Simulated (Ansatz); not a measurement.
Reaction (substitution at a C–N bond): `OC(O)N[SiH3]` + HBr → `OC(O)Br` + `N[SiH3]`

Isolated molecules relaxed with PBE0-D4/def2-TZVP in Ansatz; ΔE leaves out vibrations. CBS: MP2 limit from def2 TZ/QZ plus the TZ coupled-cluster correction, frozen cores. This one scheme is used for every species. DFT in def2-TZVPP. For Br outer-core shells are correlated without core-valence functions, which leaves a few kJ/mol of doubt a bond. Scalar relativity is left out up to krypton. Each species was taken in one conformer, which may not be the lowest.

Is it downhill or uphill in electronic energy at CCSD(T)/CBS, and by how much? (Best estimate.)

Computed: Uphill: ΔE = +3.5 kcal/mol.

What do these levels give: B2PLYP, PBE, HF/def2-TZVPP, MP2/def2-TZVPP, SCS-MP2/def2-TZVPP, CCSD/def2-TZVPP? (Best estimate.)

Ansatz gave: B2PLYP 2.6, PBE 1.0, HF/def2-TZVPP 5.0, MP2/def2-TZVPP 3.3, SCS-MP2/def2-TZVPP 3.5, CCSD/def2-TZVPP 4.7 kcal/mol.

Largest T1 diagnostic among the species: 0.011.

From PBE to PBE0 (25 % exact exchange), in def2-TZVPP and without D4, ΔE moves by +1.6 kcal/mol. In def2-TZVPP, CCSD(T) changes the Hartree–Fock value by −0.8 kcal/mol (the triples alone add −0.5 kcal/mol) and MP2 by −1.7 kcal/mol.
